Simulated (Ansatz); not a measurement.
`[NH2][Zn][Br]` + HCl → `[Cl][Zn][Br]` + NH₃ at 400 K and 1 bar (ligand exchange at a Zn–N bond).

Isolated molecules relaxed with PBE0-D4/def2-TZVP in Ansatz; ΔE leaves out vibrations. CBS: MP2 limit from def2 TZ/QZ plus the TZ coupled-cluster correction, frozen cores. This one scheme is used for every species. For Br, Zn outer-core shells are correlated without core-valence functions, which leaves a few kJ/mol of doubt a bond. Scalar relativity is left out up to krypton. One conformer a species, not always the lowest.

```
        species  CCSD(T)/CBS energy (Eh)  H − E (kJ/mol)  S (J/(mol·K))
`[NH2][Zn][Br]`              -4407.67573            90.3          329.2
            HCl               -460.38127            29.6          195.4
 `[Cl][Zn][Br]`              -4811.59312            26.0          311.5
            NH₃                -56.50880           104.2          203.1
```

H − E and S are ideal-gas, rigid-rotor, harmonic terms from PBE0-D4/def2-TZVP, for one conformer and one mirror image of each species. 1 Eh = 2625.50 kJ/mol, R = 8.31446 J/(mol·K).

Q: By hand: ΔE, ΔH, ΔS and ΔG.

A: ΔE = (-4811.59312) + (-56.50880) − (-4407.67573) − (-460.38127) = -0.04492 Eh = -117.9 kJ/mol. Δ(H − E) = 26.0 + 104.2 − 90.3 − 29.6 = 10.3, so ΔH = -107.6 kJ/mol. ΔS = 311.5 + 203.1 − 329.2 − 195.4 = -10.0 J/(mol·K). ΔG = -107.6 − 400 × (-10.0)/1000 = -103.6 kJ/mol.

Q: By hand: the equilibrium constant, and the temperature at which ΔG would vanish if ΔH and ΔS stayed fixed.

A: log₁₀ K = −ΔG/(RT ln 10) = 13.5. ΔG = 0 at ΔH/ΔS = 10760 K, far beyond where these terms or the molecules hold.

The number of gas molecules stays the same, so ΔS is small and ΔH decides. A doubt of 5 kJ/mol in ΔE shifts log₁₀ K by 0.7 here. Other conformers and mirror images would add mixing entropy, several J/(mol·K) or more a flexible species. These are equilibria of isolated gas molecules and say nothing of rates. Largest T1 diagnostic: 0.012 (customary marks: 0.02 for closed shells, 0.045 for open ones).
